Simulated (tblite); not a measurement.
Species: C5H7N2Si (doublet state).
Bonds: Si1–C2, C2–C3, C3–N4 (aromatic), N4–C5 (aromatic), C5–C6 (aromatic), C6–C7 (aromatic), C7–N8 (aromatic), C3–N8 (aromatic). Hydrogens: H9, H10, H11 on Si1; H12, H13 on C2; H14 on C5; H15 on C7.

Computed geometry: GFN2-xTB, gas phase. This method treats the open shell by occupation alone, without spin polarisation.

List the bond lengths, angles and torsions at this level.

| bond | length (Å) |
| --- | --- |
| Si1–C2 | 1.916 |
| C2–C3 | 1.480 |
| C3–N4, C3–N8 | 1.327 |
| N4–C5, C7–N8 | 1.329 |
| C5–C6, C6–C7 | 1.369 |
| Si1–H9, Si1–H10, Si1–H11 | 1.463 |
| C2–H12, C2–H13 | 1.088 |
| C5–H14, C7–H15 | 1.081 |

Bonds in one row agree within 0.01 Å and their mean is given. A selection of angles:
| angle | degrees |
| --- | --- |
| Si1–C2–C3 | 108.9 |
| C2–C3–N4 | 117.5 |
| N4–C3–N8 | 125.0 |
| C3–N4–C5 | 117.8 |
| N4–C5–C6 | 119.6 |
| C5–C6–C7 | 120.0 |

Torsions: Si1–C2–C3–N4 89° (synclinal).

C5 (carbon bonded to C, N and H) is planar (angles 124.0°, 119.6° and 116.3°, sum 360.0°, 0.00 Å off the plane of its three neighbours). C3 (carbon bonded to C and 2 N) is planar (angles 125.0°, 117.5° and 117.4°, sum 360.0°, 0.01 Å off the plane of its three neighbours). Si1 (silicon bonded to C and 3 H) is tetrahedral (angles from 106.9° to 110.6°). The 6-membered ring C3–N4–C5–C6–C7–N8 has internal angles of 117.8° to 125.0°; it is planar, 0.00 Å rms from its mean plane, widest ring torsion 0°. The C–C distances run from 1.369 Å (C5–C6, aromatic) to 1.480 Å (C2–C3, drawn single), a spread of 0.111 Å. All 4 C–N bonds measure 1.327 to 1.329 Å.

Point group: Cs (every atom within 0.08 Å of its image). Its GFN2-xTB frequencies are all real (lowest 38 cm⁻¹). 2 starts were optimised and ended at 0.00 and 0.02 kcal/mol (GFN2-xTB); the lowest of these is shown.

Time: 0.2 s wall. Hardware: one thread, Arm Neoverse V2 (aarch64), no GPU (shared host). These figures are those of the optimisation.

One conformer stands for the species.
